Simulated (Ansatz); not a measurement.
Consider the formal exchange of groups at the Se–C bond: `C/N=C/[SeH]` + `N[SiH](O)S` → `N[Si](O)(S)[SeH]` + `C=NC`.

Computed with Ansatz on PBE0-D4/def2-TZVP structures; ΔE is electronic, products minus reactants. CBS: MP2 limit from def2 TZ/QZ plus the TZ coupled-cluster correction, frozen cores. For Se outer-core shells are correlated without core-valence functions, which leaves a few kJ/mol of doubt a bond. Scalar relativity is left out up to krypton. One conformer a species, not always the lowest.

| species | CCSD(T)/CBS(def2) energy (Eh) |
| --- | --- |
| `C/N=C/[SeH]` | -2534.48349 |
| `N[SiH](O)S` | -819.85829 |
| `N[Si](O)(S)[SeH]` | -3220.60120 |
| `C=NC` | -133.77870 |

Question: Work out ΔE.

Answer: ΔE = (-3220.60120) + (-133.77870) − (-2534.48349) − (-819.85829) = -0.03812 Eh = -1.04 eV.

Largest T1 diagnostic among the species: 0.011.

From PBE to PBE0 (25 % exact exchange), in def2-TZVPP and without D4, ΔE moves by −0.07 eV. The D4 term adds −0.08 eV with B3LYP and −0.04 eV with PBE0; it sums over pairs of atoms, weighted by their polarisabilities, and B3LYP, whose exchange is more repulsive, gets the larger term.

B3LYP here is the variant with VWN-RPA as its local correlation; programs differ in this.
